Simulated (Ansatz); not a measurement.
CH2BrFOTe, SMILES `OC(F)(Br)[TeH]`, relaxed with RKS PBE0-D4/def2-TZVP in the Gaussian-basis code of Ansatz from a PBE-D4/def2-SVP geometry. The force threshold is 0.005 eV/Å; the program also tests the step.

The species carries charge 0 and has multiplicity 1. Te: def2 effective core potential.

Start:

```xyz
7

O    -0.988    1.206   -0.007
C    -0.170    0.180   -0.361
F    -0.864   -0.982   -0.546
Br    0.650    0.675   -2.078
Te    1.356   -0.204    1.249
H    -1.389    0.968    0.858
H     1.405   -1.843    0.884
```

| step | energy (eV) | largest force (eV/Å) | largest move (Å) |
| --- | --- | --- | --- |
| 1 | -83161.3975 | 0.713 | 0.000 |
| 2 | -83161.4291 | 0.419 | 0.055 |
| 3 | -83161.4368 | 0.099 | 0.026 |
| 4 | -83161.4376 | 0.063 | 0.019 |
| 5 | -83161.4379 | 0.031 | 0.005 |
| 6 | -83161.4380 | 0.010 | 0.003 |
| 7 | -83161.4381 | 0.030 | 0.019 |
| 8 | -83161.4382 | 0.017 | 0.010 |
| 9 | -83161.4382 | 0.020 | 0.014 |
| 10 | -83161.4383 | 0.015 | 0.017 |
| 11 (rejected) | -83161.4382 | 0.028 | 0.018 |
| 12 | -83161.4383 | 0.011 | 0.006 |
| 13 | -83161.4383 | 0.005 | 0.001 |
| 14 | -83161.4383 | 0.001 | 0.001 |

End:

```xyz
7

O    -0.971    1.202   -0.004
C    -0.159    0.169   -0.337
F    -0.880   -0.965   -0.526
Br    0.661    0.632   -2.036
Te    1.306   -0.217    1.248
H    -1.402    0.988    0.835
H     1.446   -1.809    0.819
```

It took 63 s on 4 threads of an Arm Neoverse V1 on a shared host, with 0.65 GiB of host memory at the peak.
